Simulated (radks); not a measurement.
The numbers below are computed, except where a source is named.
Task: The dysprosium ion Dy48+, 18 electrons, occupied as [Ar]. Code: a radial shooting solver on a logarithmic mesh with Libxc functionals. Model: Dirac Kohn-Sham, PBE, spin-unpolarised, spherical densities, point nucleus.

Spin-orbit splittings of the eigenvalues, e(l+1/2) - e(l-1/2), with zeta = 2 splitting/(2l+1) and mean radii in bohr:

shell  occ.  splitting (eV)  zeta (eV)  <r> j=l-1/2  <r> j=l+1/2
2p        6           813.8      542.5      0.07366      0.08050
3p        6           204.2      136.1       0.2052       0.2157
3d        0           48.33      19.33       0.1862       0.1895
4p        0               ?          ?       0.4029       0.4171

Estimate the 4p splitting.

Result: 77.13 eV (zeta = 51.42 eV).
